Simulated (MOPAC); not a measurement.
MOPAC input (PM7):

```
PM7 FORCE THERMO(298,298) PRECISE LET UHF MS=0.5 GEO-OK AUX(PRECISION=9) THREADS=1
C2H9P2Si

C    -0.63198620 1    1.66926044 1   -0.86846099 1
Si    0.04042292 1    0.01561244 1   -0.06275583 1
C    -1.74661152 1   -0.96640117 1   -0.05335110 1
P     0.87918170 1   -1.03518166 1   -1.07799050 1
P     0.27057596 1    0.77777653 1    1.42348859 1
H    -1.69291347 1    1.79069825 1   -1.00457123 1
H     0.04853748 1    2.39091126 1   -1.29206036 1
H    -2.10265725 1   -1.17548546 1   -1.07854939 1
H    -2.48048104 1   -0.29035820 1    0.43125671 1
H    -1.67914221 1   -1.90423711 1    0.53244016 1
H     0.36665053 1   -2.04059850 1   -2.05605546 1
H     2.32976936 1   -0.98488150 1   -1.44908128 1
H     0.77535976 1    0.10918529 1    2.68347590 1
H     0.97879175 1    2.09547243 1    1.55377869 1
```

From the output:

```
     H   14   0.404487   3.058577

          HEAT OF FORMATION =    -117.737144 KCALS/MOLE

          ZERO POINT ENERGY      58.764 KCAL/MOL

           NORMAL COORDINATE ANALYSIS (Total motion = 1 Angstrom)

   Root No.       1         2         3         4         5         6         7         8

                 1 A       2 A       3 A       4 A       5 A       6 A       7 A       8 A

                  96.9     153.2     195.1     209.3     243.4     291.9     309.2     356.5

           1    0.0002    0.0036   -0.0058    0.0029    0.0192   -0.0169    0.0505   -0.0168
           2    0.0367   -0.0120    0.0302    0.0541    0.0140   -0.0372   -0.0185   -0.0109
           3   -0.0344    0.0250    0.0164    0.0341    0.0879    0.0238   -0.0122   -0.0024
           4    0.0062    0.0001   -0.0089   -0.0008    0.0133   -0.0178    0.0535   -0.0107
           5   -0.0004   -0.0032    0.0019    0.0039   -0.0128    0.0414    0.0286   -0.0007
           6   -0.0032   -0.0034    0.0086   -0.0075   -0.0256   -0.0121   -0.0051    0.0150
           7   -0.0369    0.0146   -0.0223   -0.0476   -0.0103    0.0318   -0.0273   -0.0079
           8    0.0089   -0.0051   -0.0011    0.0093   -0.0029    0.0337    0.0339    0.0079
           9    0.0473   -0.0066   -0.0396   -0.0065    0.0154    0.0162   -0.0333   -0.0447
          10    0.0157   -0.0043    0.0097   -0.0018   -0.0377   -0.0070   -0.0238    0.0027
          11    0.0019    0.0044   -0.0203   -0.0117    0.0070   -0.0068   -0.0261   -0.0175
          12   -0.0109    0.0026   -0.0036   -0.0112    0.0053   -0.0307    0.0218   -0.0012
          13   -0.0016   -0.0049    0.0093    0.0241    0.0225    0.0173   -0.0266    0.0156
          14   -0.0228    0.0056    0.0093   -0.0189   -0.0044   -0.0228   -0.0005    0.0161
          15    0.0084   -0.0085    0.0056    0.0046   -0.0284    0.0212    0.0034    0.0166
          16    0.0107    0.0055   -0.0083    0.0545    0.0035   -0.0643    0.0249   -0.0302
          17    0.0282   -0.0007    0.0087    0.1174   -0.0127   -0.0653   -0.0306   -0.0196
          18   -0.1396    0.1002   -0.1311    0.2926   -0.0371    0.0185    0.0004   -0.0042
          19   -0.0089    0.0036   -0.0059   -0.0422    0.0541    0.0372    0.0760   -0.0004
          20    0.0676   -0.0288    0.0652    0.0220    0.0514   -0.0581   -0.0344   -0.0178
          21    0.0540   -0.0338    0.1369   -0.1802    0.2944    0.0713   -0.0049    0.0096
          22   -0.1373   -0.1893   -0.0574   -0.0364    0.0103    0.0296   -0.0524   -0.0261
          23   -0.0167   -0.0069    0.0001   -0.0046   -0.0152    0.0309    0.0247    0.0486
          24    0.0196   -0.0844   -0.0534    0.0039    0.0289    0.0162   -0.0397   -0.0740
          25    0.0324    0.1875    0.0028   -0.0754   -0.0401    0.0624   -0.0349    0.0062
          26    0.0035   -0.0114   -0.0143   -0.0073   -0.0045    0.0647   -0.0047   -0.0381
          27   -0.0061   -0.1403   -0.0649    0.0071    0.0373    0.0102   -0.0453   -0.0773
          28   -0.0301    0.0482   -0.0179   -0.0594   -0.0187    0.0431   -0.0379   -0.0061
          29    0.0404    0.0027    0.0050    0.0364    0.0087    0.0075    0.0730    0.0003
          30    0.1436    0.2061   -0.0043   -0.0273   -0.0124    0.0420   -0.0227   -0.0387
          31    0.0605   -0.0002   -0.0975   -0.0077    0.0626   -0.0782   -0.0147    0.2327
          32    0.0129    0.0184   -0.0658   -0.0311    0.0571   -0.0823   -0.0752    0.0171
          33   -0.0304   -0.0094    0.0606    0.0061   -0.0617    0.0464    0.0571   -0.0845
          34    0.0166   -0.0197    0.0403   -0.0064   -0.0484   -0.0093   -0.0001   -0.0604
          35    0.0044    0.0106   -0.0357   -0.0233    0.0270   -0.0452   -0.0527   -0.0193
          36   -0.0047    0.0227   -0.0534   -0.0336    0.0507   -0.1105   -0.0525    0.0258
          37   -0.0215   -0.0021    0.0382    0.0326    0.0087    0.0252   -0.0838    0.0141
          38   -0.0853    0.0345    0.0547   -0.0249   -0.0285   -0.0828   -0.0790   -0.0351
          39    0.0016   -0.0153    0.0313    0.0230   -0.0358    0.0579   -0.0612    0.0371
          40   -0.0905    0.0312    0.1038    0.0134   -0.0420   -0.0431   -0.0948   -0.1020
          41    0.0554   -0.0288   -0.0798   -0.0059    0.0579    0.0310    0.0156    0.1601
          42   -0.0241    0.0106    0.0521   -0.0062   -0.0708    0.0007    0.0790   -0.1221

   Root No.       9        10        11        12        13        14        15        16

                 9 A      10 A      11 A      12 A      13 A      14 A      15 A      16 A

                 411.1     532.9     557.5     578.8     615.7     647.1     721.0     744.3

           1    0.0009    0.0067    0.0138    0.0400    0.0846    0.1087    0.0102   -0.0046
           2    0.0008    0.0006   -0.0072   -0.0017   -0.0049    0.0019    0.0097   -0.0107
           3   -0.0028   -0.0020    0.0032   -0.0015   -0.0042   -0.0051    0.0054   -0.0490
           4   -0.0013    0.0065   -0.0189    0.0138   -0.0178   -0.0558   -0.0049    0.0052
           5    0.0166   -0.0263   -0.0444   -0.0154   -0.0192    0.0240    0.0290    0.0002
           6   -0.0013   -0.0025    0.0117   -0.0122    0.0334    0.0026   -0.0108   -0.0152
           7    0.0013    0.0129    0.0103   -0.0050   -0.0011   -0.0086   -0.0009    0.0009
           8    0.0164    0.0351    0.1532   -0.0165   -0.0008   -0.0184   -0.0077    0.0045
           9    0.0126   -0.0029   -0.0011   -0.0003    0.0057   -0.0014   -0.0003   -0.0007
          10   -0.0080   -0.0283    0.0178   -0.0066   -0.0212    0.0099    0.0020    0.0044
          11   -0.0064    0.0013   -0.0153    0.0045    0.0090    0.0016   -0.0326   -0.0011
          12   -0.0039   -0.0125    0.0079   -0.0402   -0.0376    0.0225    0.0012    0.0106
          13   -0.0018   -0.0011   -0.0034   -0.0071   -0.0051   -0.0036   -0.0053   -0.0167
          14   -0.0135   -0.0023   -0.0120    0.0097    0.0218   -0.0217   -0.0025   -0.0001
          15    0.0016    0.0268   -0.0214    0.0533   -0.0034   -0.0123    0.0042    0.0055
          16   -0.0115    0.0446    0.0191    0.0425    0.0548    0.0737   -0.0606    0.0416
          17   -0.0113    0.0227   -0.0052    0.0007   -0.0126   -0.0078   -0.0363    0.0507
          18   -0.0382   -0.0055   -0.0181   -0.0103    0.0086   -0.0219   -0.0280    0.2083
          19    0.0039   -0.0251   -0.0179    0.0322    0.0501    0.0660    0.0601    0.0253
          20   -0.0031    0.0186    0.0061    0.0049    0.0080    0.0146   -0.0403    0.0504
          21   -0.0102   -0.0105   -0.0126    0.0142   -0.0041   -0.0130   -0.0452    0.2287
          22    0.0067    0.0137    0.0153   -0.0059   -0.0054    0.0109   -0.0014   -0.0033
          23   -0.0058    0.0228    0.1107   -0.0125   -0.0089    0.0169   -0.0183   -0.0202
          24    0.0272   -0.0007    0.0066   -0.0023    0.0087   -0.0096    0.0068    0.0095
          25   -0.0129    0.0255   -0.0024   -0.0174   -0.0061    0.0175   -0.0045   -0.0018
          26    0.0212    0.0343    0.0821   -0.0287   -0.0126    0.0142    0.0216    0.0177
          27    0.0248   -0.0059   -0.0083    0.0011    0.0035   -0.0066    0.0131    0.0078
          28   -0.0013    0.0210    0.0127   -0.0096   -0.0006    0.0049   -0.0059   -0.0049
          29    0.0203   -0.0013    0.0947   -0.0004   -0.0075   -0.0577    0.0144    0.0249
          30    0.0061    0.0068   -0.0066   -0.0089    0.0014    0.0004   -0.0006    0.0044
          31    0.2753    0.0540   -0.1192   -0.1417    0.0719    0.0096   -0.0719    0.0228
          32   -0.0152    0.0232    0.0467    0.0338    0.0041   -0.0432    0.2166   -0.0065
          33   -0.0691   -0.0509    0.0002   -0.0229   -0.0507    0.0481   -0.1555    0.0075
          34   -0.1099    0.3549   -0.1379   -0.2588    0.0298    0.0173    0.1245   -0.0030
          35   -0.0305    0.0458    0.0110    0.0074    0.0198   -0.0341    0.1170   -0.0086
          36   -0.0042   -0.1148    0.1467    0.1055   -0.0283   -0.0653    0.2104   -0.0041
          37    0.0004   -0.0282    0.0111   -0.0443    0.0916   -0.0092    0.0456    0.1121
          38    0.1373    0.1496    0.0116    0.1655   -0.2498    0.1577   -0.0039    0.0167
          39   -0.0460   -0.0610   -0.0073   -0.0569    0.2093   -0.0578    0.0761    0.1663
          40    0.1621    0.0287    0.0148    0.0230    0.0216   -0.0240    0.0404    0.0897
          41   -0.1677    0.0227   -0.0204    0.0405   -0.0835    0.0838   -0.0254   -0.0195
          42    0.1004   -0.0685   -0.0364   -0.0591    0.1628   -0.1815   -0.0046   -0.1084

   Root No.      17        18        19        20        21        22        23        24

                17 A      18 A      19 A      20 A      21 A      22 A      23 A      24 A

                 757.2     807.1     856.3     924.1     962.8    1247.4    1254.2    1271.2

           1   -0.0025   -0.0158   -0.0021    0.0023   -0.0049    0.0022    0.0011   -0.0143
           2    0.0068   -0.0001   -0.0593   -0.0033   -0.0003   -0.0008   -0.0008    0.0021
           3    0.0326   -0.0116    0.0193   -0.0042   -0.0030   -0.0008    0.0012    0.0014
           4    0.0177    0.0268    0.0014   -0.0125    0.0112    0.0031   -0.0028   -0.0030
           5   -0.0023    0.0228    0.0210    0.0021    0.0016   -0.0045    0.0036   -0.0033
           6   -0.0037    0.0719   -0.0034    0.0116    0.0267   -0.0083   -0.0059    0.0013
           7    0.0039    0.0025   -0.0033    0.0480   -0.0236    0.0015   -0.0052   -0.0231
           8    0.0015   -0.0089   -0.0042   -0.0046    0.0010    0.0027    0.0003   -0.0115
           9   -0.0017    0.0170   -0.0002   -0.0218   -0.0412   -0.0035   -0.0082    0.0002
          10   -0.0023   -0.0140    0.0002   -0.0017   -0.0028   -0.0002   -0.0037   -0.0000
          11    0.0073   -0.0003   -0.0072    0.0012    0.0013    0.0007    0.0019    0.0002
          12    0.0019   -0.0317   -0.0010   -0.0021   -0.0073    0.0001   -0.0112    0.0002
          13   -0.0181   -0.0036   -0.0000    0.0043    0.0016    0.0012   -0.0002    0.0002
          14   -0.0052   -0.0245    0.0012   -0.0026   -0.0048   -0.0075    0.0004   -0.0003
          15   -0.0018   -0.0323   -0.0010   -0.0019   -0.0066   -0.0079    0.0016   -0.0013
          16   -0.0230   -0.0059    0.3261   -0.0010    0.0001   -0.0211    0.0061    0.1157
          17   -0.0297    0.0111    0.1297   -0.0011    0.0030   -0.0140    0.0021    0.0663
          18   -0.1363    0.0578   -0.0886    0.0127    0.0155   -0.0011   -0.0035   -0.0298
          19   -0.0076    0.0031   -0.3151   -0.0208    0.0077   -0.0247   -0.0024    0.1287
          20   -0.0394    0.0142    0.1463    0.0162   -0.0018    0.0147    0.0001   -0.0828
          21   -0.1439    0.0680   -0.0141    0.0175    0.0145   -0.0049   -0.0024   -0.0011
          22   -0.0133    0.0030    0.0086   -0.1006    0.0158   -0.0114    0.0570    0.1995
          23   -0.0338    0.1260    0.0130   -0.2541   -0.2310    0.0013   -0.0004    0.0188
          24    0.0105   -0.0495   -0.0024    0.0536    0.0954   -0.0067    0.0209    0.0685
          25   -0.0120   -0.0130    0.0101   -0.0975    0.0687   -0.0324   -0.0164    0.1463
          26    0.0017   -0.1292    0.0213   -0.0683    0.3405   -0.0118   -0.0237    0.0110
          27    0.0113   -0.0363    0.0004    0.0522    0.0686    0.0174   -0.0059   -0.1081
          28   -0.0083   -0.0064   -0.0041   -0.0554    0.0314    0.0128    0.0102   -0.0502
          29    0.0424    0.0055    0.0073    0.3370   -0.1228   -0.0313    0.0020    0.1618
          30    0.0050   -0.0260   -0.0018    0.0135    0.0544    0.0246    0.0712    0.0288
          31    0.0159   -0.0719   -0.0083   -0.0080   -0.0027    0.0138    0.0940   -0.0011
          32   -0.0440    0.0202    0.0433   -0.0005    0.0104   -0.0320   -0.2718    0.0118
          33    0.0327   -0.0146   -0.0345    0.0019   -0.0077    0.0223    0.2025   -0.0103
          34   -0.0274    0.0044   -0.0092    0.0135   -0.0303    0.0052    0.0943   -0.0055
          35   -0.0271    0.0313    0.0154    0.0051    0.0070    0.0131    0.1562   -0.0071
          36   -0.0503    0.0378    0.0373   -0.0007    0.0191    0.0316    0.3132   -0.0138
          37    0.1232    0.0261    0.0149   -0.0264   -0.0062    0.1595   -0.0159    0.0109
          38    0.0131    0.1293   -0.0261    0.0222    0.0207    0.2798   -0.0285    0.0236
```
